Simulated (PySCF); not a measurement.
Run record: excited-state job, `[O]=[Ge]` [singlet].

Method: TDDFT PBE0/def2-SVPD, vertical, gas phase, core orbitals frozen in the response (PySCF 2.14.0, density-fitted response routines). Geometry: GFN2-xTB. A driver script takes a list of jobs; this job's settings line and coordinates (Å) are shown.

Input:
```
{"job": {"kind": "uv", "xc": "PBE0", "basis": "def2-SVPD", "nstates": 8, "ntriplets": 3}, "charge": 0, "multiplicity": 1}
O      0.789142    -0.003161    -0.002518
Ge    -0.786385     0.004430    -0.011631
```

Output:
```
coarse grid: 12600 points
cycle   1  E = -2151.3168053154  dE = -3.326e-01  |g| = 1.046e+00  |ddm| = 1.845e+00
cycle   2  E = -2147.9164079513  dE =  3.400e+00  |g| = 3.331e+00  |ddm| = 3.357e+00
cycle   3  E = -2151.5531552624  dE = -3.637e+00  |g| = 2.041e-01  |ddm| = 2.821e+00
cycle   4  E = -2151.5620074976  dE = -8.852e-03  |g| = 1.591e-01  |ddm| = 4.429e-01
cycle   5  E = -2151.5655363102  dE = -3.529e-03  |g| = 2.703e-02  |ddm| = 8.871e-02
cycle   6  E = -2151.5656940334  dE = -1.577e-04  |g| = 1.262e-02  |ddm| = 2.893e-02
cycle   7  E = -2151.5657267112  dE = -3.268e-05  |g| = 3.623e-03  |ddm| = 6.997e-03
cycle   8  E = -2151.5657296844  dE = -2.973e-06  |g| = 1.084e-04  |ddm| = 2.626e-03
final grid: 24248 points
cycle   9  E = -2151.5657511043  dE =  8.226e-09  |g| = 2.498e-04  |ddm| = 3.632e-04
cycle  10  E = -2151.5657510077  dE =  9.660e-08  |g| = 7.201e-04  |ddm| = 7.416e-04
cycle  11  E = -2151.5657511174  dE = -1.098e-07  |g| = 2.770e-05  |ddm| = 5.161e-04
cycle  12  E = -2151.5657511175  dE = -9.686e-11  |g| = 4.894e-06  |ddm| = 2.885e-05
converged SCF energy = -2151.5657511175

Static polarisability (au): isotropic 30.297, principal 27.341 27.341 36.207

Singlet excitations
state   eV       nm        f      main configurations
  1   5.1942    238.7   0.00000   H-1->L 0.50, H-2->L+1 0.50
  2   5.2264    237.2   0.05299   H->L 0.97
  3   5.2264    237.2   0.05299   H->L+1 0.97
  4   5.5006    225.4   0.00000   H-2->L 0.35, H-1->L+1 0.35, H-2->L+1 0.14
  5   5.5007    225.4   0.00000   H-2->L+1 0.35, H-1->L 0.35, H-2->L 0.14
  6   7.3911    167.7   0.01660   H-1->L+1 0.33, H-2->L 0.33, H->L+3 0.21
  7   8.5522    145.0   0.00015   H->L+2 0.80, H->L+3 0.18
  8   8.6793    142.9   0.06282   H-2->L+2 0.74, H-2->L+3 0.20

Triplet excitations (Tamm-Dancoff, eV): 4.0089 4.0089 4.2654
```

The SCF starts on a coarse grid where the log names one; the energy can jump when the final grid takes over, and dE then counts from the start density on the new grid. H and L stand for HOMO and LUMO; the number after each pair is its weight.

**Question.** Give S1 in cm⁻¹ and kJ/mol.

**Answer.** 5.1942 eV × 8065.54 = 41894 cm⁻¹; × 96.485 = 501.2 kJ/mol.

In short: HOMO -8.65 eV, LUMO -1.97 eV; lowest singlet 5.19 eV; lowest triplet 4.01 eV (Tamm–Dancoff); mean polarisability 30.3 au.

 The PBE0/def2-SVPD calculation is non-relativistic and has no spin–orbit coupling, an omission that weighs most on germanium.

**Question.** How long does this job take on an x86-64 server with one thread, on a shared host?

**Answer.** About 1.5 s.
Labels such as C1 count atoms from 1, the log's own numbers from 0.
